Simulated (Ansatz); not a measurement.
CH6GeN (`[CH3][GeH][NH2]`) radical at its PBE0-D4/def2-TZVP geometry, where that method's forces vanish. The species carries charge 0 and has multiplicity 2.

```xyz
9

C     1.2475   -0.3091    0.5906
Ge   -0.3753    0.7704    0.3429
N    -1.2555    0.0478   -1.1127
H     0.9662   -1.3588    0.6993
H     1.7819    0.0152    1.4839
H     1.9103   -0.2045   -0.2692
H    -1.3607    0.5773    1.5328
H    -2.1799    0.4165   -1.2887
H    -0.7345    0.0452   -1.9789
```

Q: What forces (eV/Å) does r2SCAN-D4/def2-TZVPP give on these atoms in the Gaussian-basis code of Ansatz? (Best estimate.)

A: Computed: 
```
C1   0.018 -0.036  0.001
Ge2  0.007  0.125  0.084
N3  -0.022 -0.100  0.009
H4   0.013  0.016  0.000
H5  -0.011 -0.012 -0.024
H6  -0.013 -0.006  0.019
H7   0.020 -0.025 -0.036
H8  -0.012  0.022 -0.025
H9   0.001  0.017 -0.029
```
